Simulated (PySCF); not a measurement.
# Circular dichroism: SMILES CC[C@@H]1NC[C@H]1C, C$_{6}$H$_{13}$N

Geometry:
```csv
atom,x (Å),y (Å),z (Å)
C1,2.084,-0.993,0.678
C2,1.573,0.435,0.539
C3,0.343,0.514,-0.355
N4,-0.277,1.845,-0.374
C5,-1.614,1.279,-0.192
C6,-0.979,-0.070,0.186
C7,-1.531,-1.310,-0.487
H8,2.345,-1.404,-0.295
H9,1.324,-1.629,1.126
H10,2.969,-1.020,1.309
H11,2.354,1.070,0.117
H12,1.312,0.838,1.519
H13,0.584,0.117,-1.353
H14,-0.131,2.404,-1.206
H15,-2.221,1.220,-1.102
H16,-2.186,1.791,0.585
H17,-0.939,-0.209,1.267
H18,-1.579,-1.176,-1.566
H19,-0.900,-2.171,-0.277
H20,-2.535,-1.521,-0.123
```

Computed, not measured: TDDFT PBE0/def2-SVPD circular dichroism and optical rotation, one conformer, gas phase (PySCF 2.14.0). Geometry: GFN2-xTB.

The molecule is flexible and this is one conformer; a measurement averages over conformers. States above about 6.3 eV (minus the energy of the highest occupied orbital) lie near or above the ionisation threshold and depend on the basis.

Task: What are the CIP labels of the stereocentres?

Result: C3 S, C6 R.

Task: List the lowest 8 singlet excitations with oscillator and rotatory strengths.

Result: Rotatory strengths R in 10⁻⁴⁰ esu² cm², velocity form and length form (origin at the centre of mass); f in length form.
| state | E (eV) | λ (nm) | f | R (velocity) | R (length) | main |
| --- | --- | --- | --- | --- | --- | --- |
| 1 | 5.95 | 208 | 0.001 | +6.4 | +5.9 | HOMO→LUMO+1 0.60, HOMO→LUMO 0.36 |
| 2 | 6.32 | 196 | 0.008 | +4.3 | +4.3 | HOMO→LUMO 0.59, HOMO→LUMO+1 0.35 |
| 3 | 6.60 | 188 | 0.009 | -7.5 | -7.9 | HOMO→LUMO+2 0.79, HOMO→LUMO+3 0.13 |
| 4 | 6.74 | 184 | 0.044 | -2.8 | -2.2 | HOMO→LUMO+3 0.81, HOMO→LUMO+2 0.13 |
| 5 | 7.46 | 166 | 0.003 | -6.7 | -7.0 | HOMO→LUMO+4 0.85 |
| 6 | 7.56 | 164 | 0.003 | -1.0 | -2.0 | HOMO→LUMO+5 0.81, HOMO→LUMO+6 0.08 |
| 7 | 7.79 | 159 | 0.013 | -0.6 | -1.1 | HOMO→LUMO+6 0.82 |
| 8 | 8.02 | 155 | 0.013 | +10.9 | +11.5 | HOMO→LUMO+7 0.78 |

Among the states computed, the strongest CD band (largest |R|) is state 8. The largest dissymmetry factor in size, g = 4R/(D+G), with D and G the electric and magnetic dipole strengths, is +0.057 for state 1 (velocity form, f = 0.001), among bands with |R| over 0.5. The mirror image has the same energies and oscillator strengths and all R with the opposite sign.
